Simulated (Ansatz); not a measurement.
Stepwise reaction of `C=CB(C=C)C=C` with hydrogen, as a gas-phase model of exchange steps in deposition or etching. ΔE in kJ/mol.

Computed with Ansatz on PBE0-D4/def2-TZVP structures; ΔE is electronic, products minus reactants. CCSD(T)/CBS is the MP2 limit (def2-TZVPP, def2-QZVPP) plus CCSD(T) − MP2 in def2-TZVPP, frozen cores. This one scheme is used for every species. Functionals use def2-TZVPP. B3LYP here is the variant with VWN-RPA as its local correlation; programs differ in this. One conformer a species, not always the lowest.

```tsv
step	reaction	PBE-D4	B3LYP-D4	ωB97M-V	CCSD(T)/CBS
1	`C=CB(C=C)C=C` + H₂ → `C=CBC=C` + `C=C`	-0.4	-6.3	-8.8	-5.8
3	`BC=C` + H₂ → BH₃ + `C=C`	21.9	13.4	11.6	11.2
```

**Question.** Give the row of step 2, `C=CBC=C` + H₂ → `BC=C` + `C=C`. (Best estimate.)

**Answer.** The calculation gave: 
```
step                         reaction  PBE-D4  B3LYP-D4  ωB97M-V  CCSD(T)/CBS
   2  `C=CBC=C` + H₂ → `BC=C` + `C=C`    18.1      10.8      8.3          9.2
```

**Question.** By hand: ΔE of the 3 steps together at CCSD(T)/CBS.

**Answer.** (-5.8) + (9.2) + (11.2) = 14.6 kJ/mol, or 4.9 kJ/mol a step.

In ΔE step 1 is the lowest and step 3 the highest. PBE-D4 differs from CCSD(T)/CBS by 5.4 to 10.7 kJ/mol a step. Isolated molecules leave out the surface, adducts and barriers. Largest T1 diagnostic: 0.012.
